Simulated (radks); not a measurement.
Results of a calculation; reference values are marked as such.
Problem. The mean radii <r> (bohr) of the occupied orbitals of an atom or ion are listed with their occupations. Level of theory: scalar-relativistic Kohn-Sham, RPBE, spin-unpolarised, spherical densities, finite nucleus; Fermi nuclear charge, rms radius of each element as measured or else 0.836 A^(1/3) + 0.57 fm (a radial shooting solver on a logarithmic mesh with Libxc functionals).

orbital  occ.     <r>
1s          2  0.2293
2s          2   1.243
2p          2   1.280

Name the element and its charge.

Solution. Z = 7, nitrogen, charge +1: N+ in [He] 2s2 2p2. The 1s radius gives Z: for a bare nucleus <r> = (2 gamma + 1)/(2Z) with gamma = sqrt(1 - (Z/c)^2), 0.2141 bohr for Z = 7, and screening makes it slightly larger (0.2293 here). The occupations add up to 6, and the charge is Z minus that.
